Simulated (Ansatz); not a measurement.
Ansatz (an electronic-structure program) input (CCSD(T)/aug-cc-pVDZ):

Ansatz 0.2 input:
```yaml
crystal:
  periodic: [false, false, false]
  atoms:
    - {symbol: O, position_ang: [-1.08396401, -0.68875918, -0.14388065]}
    - {symbol: C, position_ang: [-0.05368150, 0.01001548, 0.00447233]}
    - {symbol: O, position_ang: [-0.24401730, 1.19658453, 0.32287183]}
    - {symbol: O, position_ang: [1.14037887, -0.53279095, -0.17912323]}
    - {symbol: H, position_ang: [1.82290855, 0.13963195, -0.02577764]}
basis:
  gaussian:
    orbitals: aug-cc-pVDZ
magnetization: {spin_polarized: true, initial_magnetization: 1}
correlation: {method: ccsd_t, electrons: outside_noble_gas}
output: {forces: true}
```

Output:

```
Functional definition: HF
integrals: 0.21 GiB planned
980 factors; integrals over basis functions are off by at most 7.5e-4 eV
mean field: 0.29 GiB planned
mean field evaluation 1: about -7154.3724 eV, gradient 2.7e1 eV
mean field evaluation 2: about -7154.3743 eV, gradient 2.7e1 eV
mean field evaluation 4: about -7157.3984 eV, gradient 2.9e0 eV
mean field evaluation 8: about -7157.5278 eV, gradient 1.1e0 eV
mean field evaluation 16: about -7157.9140 eV, gradient 2.8e-3 eV
mean field evaluation 32: about -7157.4349 eV, gradient 1.9e-2 eV
mean field evaluation 64: about -7152.1670 eV, gradient 2.3e1 eV
mean field evaluation 96: about -7157.8912 eV, gradient 1.4e0 eV
mean field evaluation 128: about -7157.6752 eV, gradient 2.4e-4 eV
mean field evaluation 160: about -7157.5528 eV, gradient 1.5e-1 eV
mean field evaluation 192: about -7156.4855 eV, gradient 1.6e1 eV
mean field evaluation 224: about -7154.8270 eV, gradient 7.7e-3 eV
mean field evaluation 256: about -7154.9929 eV, gradient 6.8e0 eV
mean field evaluation 288: about -7157.4349 eV, gradient 4.3e-2 eV
mean field -7157.91404418 eV, -263.0484893151 hartree, gradient 2.7e-6 eV, S^2 0.761047; 14 other end points of the search recorded, 0 dependent functions left out
determinant -7157.91404418 eV, -263.0484893151 hartree, with singles and doubles -7176.67871010 eV, -263.7380780688 hartree
determinant -7157.67515728 eV, -263.0397103835 hartree, with singles and doubles -7176.16225917 eV, -263.7190988470 hartree
determinant -7157.55383706 eV, -263.0352519476 hartree, with singles and doubles -7176.57495095 eV, -263.7342649902 hartree
determinant -7157.43493549 eV, -263.0308823956 hartree, with singles and doubles -7176.77545545 eV, -263.7416333946 hartree
determinant -7154.82698685 eV, -262.9350420509 hartree, with singles and doubles -7174.61136527 eV, -263.6621045476 hartree
determinant -7157.91404418 eV, -263.0484893151 hartree, with singles and doubles -7176.70439222 eV, -263.7390218690 hartree
determinant -7157.67515728 eV, -263.0397103835 hartree, with singles and doubles -7176.18641510 eV, -263.7199865611 hartree
determinant -7157.55383706 eV, -263.0352519476 hartree, with singles and doubles -7176.60486398 eV, -263.7353642739 hartree
determinant -7157.43493549 eV, -263.0308823956 hartree, with singles and doubles -7176.79015141 eV, -263.7421734613 hartree
determinant -7157.91404418 eV, -263.0484893151 hartree, with singles and doubles -7176.80102578 eV, -263.7425730871 hartree
determinant -7157.55383706 eV, -263.0352519476 hartree, with singles and doubles -7176.75057392 eV, -263.7407190154 hartree
determinant -7157.43493549 eV, -263.0308823956 hartree, with singles and doubles -7176.81181065 eV, -263.7429694236 hartree
4 core orbitals not correlated
reference -7157.43493549 eV, -263.0308823956 hartree; 12, 11 occupied and 85, 86 virtual orbitals, 980 factors
densities: 1.44 GiB planned
second order -19.05506507 eV of doubles, -0.00000000 eV of singles
coupled cluster: 0.97 GiB planned
cycle   1  -18.58347692 eV  change    8.8e-2 eV  update   1.3e-1
cycle   2  -19.17589319 eV  change   -5.9e-1 eV  update   4.1e-2
cycle   3  -19.35431963 eV  change   -1.8e-1 eV  update   2.9e-2
cycle   4  -19.35458378 eV  change   -2.6e-4 eV  update   1.4e-2
cycle   5  -19.35521612 eV  change   -6.3e-4 eV  update   1.1e-2
cycle   6  -19.36976926 eV  change   -1.5e-2 eV  update   7.0e-3
cycle   7  -19.37545995 eV  change   -5.7e-3 eV  update   3.7e-3
cycle   8  -19.37663539 eV  change   -1.2e-3 eV  update   1.7e-3
cycle   9  -19.37679287 eV  change   -1.6e-4 eV  update   8.8e-4
cycle  10  -19.37649783 eV  change    3.0e-4 eV  update   4.3e-4
cycle  11  -19.37684618 eV  change   -3.5e-4 eV  update   2.4e-4
cycle  12  -19.37687884 eV  change   -3.3e-5 eV  update   1.1e-4
cycle  13  -19.37692268 eV  change   -4.4e-5 eV  update   5.4e-5
cycle  14  -19.37690221 eV  change    2.0e-5 eV  update   2.7e-5
cycle  15  -19.37687052 eV  change    3.2e-5 eV  update   1.3e-5
cycle  16  -19.37687519 eV  change   -4.7e-6 eV  update   5.7e-6
cycle  17  -19.37687196 eV  change    3.2e-6 eV  update   2.9e-6
cycle  18  -19.37687366 eV  change   -1.7e-6 eV  update   1.1e-6
perturbative correction -0.77491745 eV, -0.0284776911 hartree
WARN: these amplitudes may be one of several solutions (largest doubles amplitude 0.08, level shift 0.95 eV)
the calculation of the forces begins
Total energy: -7177.58672660 eV, -263.7714470597 hartree
Atom 0 at    -1.083964    -0.688759    -0.143881 Å, force    -0.918162    -0.583294    -0.121843 eV/Å
Atom 1 at    -0.053682     0.010015     0.004472 Å, force     0.475592    -0.251102    -0.082300 eV/Å
Atom 2 at    -0.244017     1.196585     0.322872 Å, force    -0.275299     1.263343     0.341491 eV/Å
Atom 3 at     1.140379    -0.532791    -0.179123 Å, force     0.695905    -0.563334    -0.171917 eV/Å
Atom 4 at     1.822909     0.139632    -0.025778 Å, force     0.021964     0.134387     0.034569 eV/Å
Dipole moment:     0.561223     0.065404    -0.002045 e Å
```

It need not be the lowest isomer of its formula.

The program attaches cautions to this result: other roots.
